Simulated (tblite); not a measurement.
C4H12Si2.
Geometry (GFN2-xTB, Å), atoms numbered from 1 in this order:
```
atom  x, y, z in Å
C1     2.6626    0.1684    0.1809
Si2    0.9837    0.0177   -0.7024
C3    -0.2504    1.3379   -0.0561
C4    -1.6645    0.7598   -0.1224
C5    -1.7505   -0.5981    0.5766
Si6   -0.3957   -1.7532   -0.1281
H7     2.5629    0.0353    1.2541
H8     3.3552   -0.5849   -0.1805
H9     3.1171    1.1398    0.0097
H10    1.2181    0.2447   -2.1429
H11   -0.0207    1.5933    0.9809
H12   -0.2102    2.2692   -0.6213
H13   -1.9530    0.6407   -1.1709
H14   -2.3759    1.4577    0.3310
H15   -1.5946   -0.4538    1.6478
H16   -2.7546   -1.0064    0.4621
H17   -0.9563   -2.5457   -1.2309
H18    0.0182   -2.7161    0.9008
```

Level: GFN2-xTB in tblite, geometry and Hessian alike; calculated harmonic values, unscaled, isolated species. Errors from tens to a few hundred cm⁻¹ against measured bands are possible. Modes of hydrogen on silicon can be 10 to 20 % off. One conformer, not necessarily the lowest.

Harmonic wavenumbers (cm⁻¹): 73.6, 119.7, 131.3, 178.1, 249.9, 284.4, 381.7, 430.0, 451.8, 534.9, 564.1, 624.3, 635.2, 662.7, 690.5, 742.9, 768.6, 790.2, 804.6, 830.1, 832.6, 952.5, 956.0, 1047.8, 1107.0, 1135.6, 1217.6, 1274.3, 1296.3, 1342.7, 1370.9, 1483.0, 1489.0, 1490.6, 1495.0, 1514.0, 2123.0, 2190.6, 2201.8, 2927.8, 2955.0, 2959.5, 2968.1, 2988.0, 2991.1, 3035.8, 3037.4, 3047.1.

A = 3100, B = 1851, C = 1334 MHz; mass 116.048 u (most abundant isotopes); point group C1, symmetry number 1.

Question: Zero-point energy?

Answer: Half the sum of the wavenumbers: 31689 cm⁻¹ = 90.60 kcal/mol.

Question: Entropy at 298.15 K, 1 bar (ideal gas, RRHO, classical rotation)?

Answer: Translation 40.19, rotation 28.13, vibration 22.82: S = 91.1 cal/(mol K).

Question: And Cp and H(298.15 K) − H(0)?

Answer: Cp = 36.18 cal/(mol K), of which vibrations give 28.23 (their classical limit is 48 R = 95.4); H(298.15 K) − H(0) = 6.26 kcal/mol without the zero-point energy, 3.89 from vibrations.

Question: How do the functions run with temperature in this model?

Answer: 
| T (K) | S (cal/(mol K)) | Cp (cal/(mol K)) | H − H(0) (kcal/mol) | G − H(0) (kcal/mol) | ln q(vib) |
| --- | --- | --- | --- | --- | --- |
| 100 | 64.9 | 16.0 | 1.14 | -5.35 | 0.92 |
| 200 | 78.9 | 25.8 | 3.21 | -12.56 | 2.83 |
| 300 | 91.4 | 36.4 | 6.33 | -21.08 | 4.96 |
| 500 | 114.2 | 53.6 | 15.43 | -41.69 | 9.51 |
| 800 | 143.3 | 70.1 | 34.20 | -80.47 | 16.29 |
| 1000 | 159.8 | 77.5 | 49.00 | -110.82 | 20.55 |

q(vib) and H(0) count from the zero-point level.

Question: Blend soft modes into free rotors: weight 1/[1 + (100 cm⁻¹/ν̃)⁴] for the oscillator and the rest for a rotor with moment μB/(μ + B), μ = h/(8π²ν), B = 10⁻⁴⁴ kg m². What vibrational entropy results?

Answer: 21.91 cal/(mol K) in place of 22.82, which changes −T·S at 298.15 K by +0.27 kcal/mol.

Hindered rotation and anharmonicity are outside this model. Other conformers, if any are populated, would add a mixing term that is left out. The structure is chiral; the term R ln 2 for an equal mix with its mirror image is left out.
